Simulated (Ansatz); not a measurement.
MoH, multiplicity 6 (lowest of 2S+1 = 2, 4, 6, 8 at CCSD(T)/def2-TZVPP on PBE0 minima; our sources give no spin for the ground state, which may be another), most abundant isotopes (97.9054 and 1.0078 u). Constants from fifth-degree fits in 1/R to seven points on the lowest solution found; no spin–orbit coupling, no relativity up to Kr; ω_e x_e and α_e move by some per cent with the fit.

Correlated levels freeze the inner cores; with def2 sets outer-core shells near the valence are correlated too. CBS: X⁻³ extrapolation of the correlation energy, Hartree–Fock from the larger set.

The values were computed with Ansatz (a quantum-chemistry and plane-wave program) with Gaussian orbitals. Each number belongs to the level named beside it. In def2 rows elements past Kr take small-core potentials, without spin–orbit coupling.

```json
[
 {"level": "PBE/def2-TZVPP", "r_e (Å)": "1.7129", "ω_e (cm⁻¹)": "1774.2", "ω_e x_e (cm⁻¹)": "31.0", "α_e (cm⁻¹)": "0.156"},
 {"level": "CCSD(T)/CBS(def2-TZVPP, def2-QZVPP)", "r_e (Å)": "1.7115", "ω_e (cm⁻¹)": "1752.3", "ω_e x_e (cm⁻¹)": "26.2", "α_e (cm⁻¹)": "0.143"}
]
```

Question: Predict ω_e, ω_e x_e, B_e and the fall in zero-point energy on putting deuterium (2.014102 u) for H, at CCSD(T)/CBS(def2-TZVPP, def2-QZVPP).

Answer: 
The curve stays; ρ = √(μ_H/μ_D) = √(0.99756/1.97350) = 0.71097. ω_e scales with ρ: 1246 cm⁻¹; ω_e x_e and B_e with ρ²: 13.3 and 2.916 cm⁻¹. The zero-point energy falls by 250 cm⁻¹, by which D₀ of the deuteride is larger.
